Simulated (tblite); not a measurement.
Species: C8H13P.
Z-matrix (Å and degrees, GFN2-xTB geometry), rows numbered from 1:
```
C 
C   1  1.4908
C   2  1.3275  1  126.85
C   3  1.4965  2  117.73  1   178.85
C   4  1.5338  3  107.67  2    12.17
P   2  1.8383  1  119.92  3   179.19
C   6  1.8464  2   96.22  1   -89.38
C   7  1.5020  6  118.39  2   170.81
C   8  1.4928  7   60.18  6  -107.84
H   1  1.0885  2  111.16  3    -0.24
H   1  1.0897  2  110.05  3   120.71
H   1  1.0902  2  109.93  3  -121.03
H   3  1.0812  2  123.39  1     0.13
H   4  1.0947  3  109.33  2  -108.43
H   4  1.0927  3  110.95  2   133.84
H   5  1.0909  4  112.95  3  -140.39
H   5  1.0933  4  110.19  3    99.25
H   7  1.0859  6  114.90  2   -43.25
H   8  1.0804  7  118.24  9  -108.71
H   8  1.0806  7  118.13  9   107.68
H   9  1.0803  7  118.32  8   108.82
H   9  1.0806  7  118.03  8  -107.58
```

Computed with GFN2-xTB (tblite): harmonic, unscaled wavenumbers at the GFN2-xTB geometry, gas phase. Errors from tens to a few hundred cm⁻¹ against measured bands are possible. One conformer, not necessarily the lowest.

Harmonic wavenumbers (cm⁻¹): 41.9, 74.1, 111.7, 123.5, 177.0, 228.3, 247.1, 273.9, 317.6, 437.7, 467.1, 623.7, 639.9, 655.8, 714.5, 783.0, 803.4, 808.4, 834.9, 937.4, 949.0, 962.9, 990.1, 1009.4, 1021.3, 1029.5, 1067.2, 1069.4, 1087.3, 1089.4, 1109.4, 1142.2, 1152.5, 1178.7, 1208.7, 1235.9, 1256.5, 1296.1, 1326.1, 1396.7, 1436.5, 1446.4, 1470.4, 1479.6, 1480.4, 1481.5, 1695.6, 2925.1, 2951.7, 2964.5, 2977.4, 2992.5, 2994.3, 3010.3, 3021.8, 3056.4, 3074.5, 3075.4, 3076.1, 3093.1.

A = 2036, B = 1167, C = 889.9 MHz; mass 140.075 u (most abundant isotopes); point group C1, symmetry number 1.

What is the zero-point energy?

½Σν̃ = 40791 cm⁻¹ = 116.63 kcal/mol.

What is S at 500 K and 1 bar for an ideal gas of classical rigid rotors and harmonic oscillators?

Translation 43.32, rotation 30.95, vibration 51.85: S = 126.1 cal/(mol K).

And Cp and H(500 K) − H(0)?

Cp = 62.71 cal/(mol K), of which vibrations give 54.77 (their classical limit is 60 R = 119.2); H(500 K) − H(0) = 17.49 kcal/mol without the zero-point energy, 13.52 from vibrations.

Blend soft modes into free rotors: weight 1/[1 + (100 cm⁻¹/ν̃)⁴] for the oscillator and the rest for a rotor with moment μB/(μ + B), μ = h/(8π²ν), B = 10⁻⁴⁴ kg m². What vibrational entropy results?

48.15 cal/(mol K) in place of 51.85, which changes −T·S at 500 K by +1.85 kcal/mol.

What must be added to the electronic energy to get the Gibbs energy at 500 K and 1 bar?

ZPE + [H(500 K) − H(0)] − T·S = 116.63 + 17.49 − 63.06 = 71.06 kcal/mol.

Hindered rotation and anharmonicity are outside this model. Other conformers, if any are populated, would add a mixing term that is left out. The structure is chiral; the term R ln 2 for an equal mix with its mirror image is left out.

Hardware: one thread of an Arm Neoverse V1, on a shared host. The figure is for the frequency step alone.
